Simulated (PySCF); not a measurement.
Excitation energy of Re²⁺ by level of theory

Re²⁺ [Xe] 4f14 5d5 (6S) → Re²⁺ [Xe] 4f14 5d4 6s1 (6D), as a difference of total energies. Computed with PySCF 2.14 in x2c-TZVPPall with one added diffuse shell each of s, p, d, f type (12s8p8d4f1g, 113 functions), with the spin-free X2C one-electron Hamiltonian (Gaussian nucleus). Correlated levels: valence: [Xe] 4f14 frozen. The calculations carry no spin-orbit coupling.

```json
{"method": "UHF", "excitation energy (eV)": "2.777"}
{"method": "MP2 (valence)", "excitation energy (eV)": "2.841"}
{"method": "SCS-MP2 (valence)", "excitation energy (eV)": "2.799"}
{"method": "CCSD (valence)", "excitation energy (eV)": "2.832"}
{"method": "CCSD(T) (valence)", "excitation energy (eV)": "2.830"}
```

**Question.** How much does correlation contribute at CCSD(T) (valence)?

**Answer.** 2.830 − (2.777) = 0.053 eV, measured against UHF.

A first-order spin-orbit estimate (lowest level to lowest level, LS coupling) adds -0.586 eV.
